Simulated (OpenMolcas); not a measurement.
V3+: moving or changing the point charges

V3+ among 6 point charges of -1 e arranged as an octahedron (Oh), 2.06 Å from the ion.
```
   2.0600    0.0000    0.0000  -1.00
   0.0000    2.0600    0.0000  -1.00
  -2.0600    0.0000    0.0000  -1.00
   0.0000   -2.0600    0.0000  -1.00
   0.0000    0.0000    2.0600  -1.00
   0.0000    0.0000   -2.0600  -1.00
```

```json
{
 "Program": "OpenMolcas",
 "Method": "CASSCF",
 "Basis": "ANO-RCC-VTZP [6s5p3d2f1g]",
 "Scalar Hamiltonian": "DKH2, point nucleus",
 "Active space": "2 electrons in 5 orbitals (3d)",
 "State averaging": "2S+1 = 3 even, 10 roots; 2S+1 = 1 even, 15 roots",
 "Spin-orbit coupling": "RASSI with atomic mean-field integrals over the reference wave functions"
}
```

Runs around this geometry, states (labels of O, the rotations of Oh). Energies in cm-1 above the lowest state or level, χT in cm3 K/mol; under a threefold ground state the first gap can be a small split of the lowest multiplet, not the spin-orbit step; 10Dq and B are least-squares fits to the states below 45000 cm-1, weighted by degeneracy, with a free offset, and given where the rms deviation is under 5 % of |10Dq| (or 100 cm-1) and under 700 cm-1.

```tsv
R (Å)	q (e)	Ground state	First state of that spin	10Dq	B (rms of fit)	First gap with spin-orbit (degeneracies)	χT at 300 K	First state of another spin
2.06	-0.8	3T1	3T2 1607	1971	1082 (28)	44.8 (2, 3)	0.876	1T2 14141
1.97	-1	3T1	3T2 2499	3078	1082 (46)	31.5 (2, 3)	0.879	1T2 14368
2.06	-1	3T1	3T2 2007	2469	1082 (36)	37.7 (2, 3)	0.877	1T2 14254
2.26	-1	3T1	3T2 1270	1559	1082 (31)	52.8 (2, 3)	0.877	1T2 14038
```

Taking |10Dq| as R^-n, n = -ln(1559 / 3078) / ln(2.26 / 1.97) = 5.0 between the shortest and longest distance. The point-charge formula for a cubic d site gives n = 5.

Scaling the charges by -0.8 / -1 = 0.80 scales |10Dq| by 1971 / 2469 = 0.80; with fixed orbitals a first-order splitting would follow the charge.

An orbital triplet at a regular site is open to Jahn-Teller coupling, which can distort the site and quench the lowest spin-orbit gaps and is left out. Without dynamic correlation the repulsion within the d shell is too large (B by tens of per cent), so at a given field states of lower spin stand too high. This field is weak: 10Dq is about 1971 cm-1, while octahedral complexes of 3d ions of charge 3 and more, computed by the same method with explicit ligands, had a median near 15000 cm-1. Ground spin and moment need not be those of a real site (figures for R = 2.06, q = -0.8; the like holds for R = 1.97, q = -1, R = 2.06, q = -1, R = 2.26, q = -1). The ground term spreads over less than 5000 cm-1, several times less than with real ligands, so orbital moments are less quenched and χT lies further from the spin-only value than at real sites (holds for R = 2.06, q = -0.8; R = 2.06, q = -1; R = 2.26, q = -1). Point charges carry no covalency, so the field is a model and not that of real ligands. No measured value stands beside these numbers.
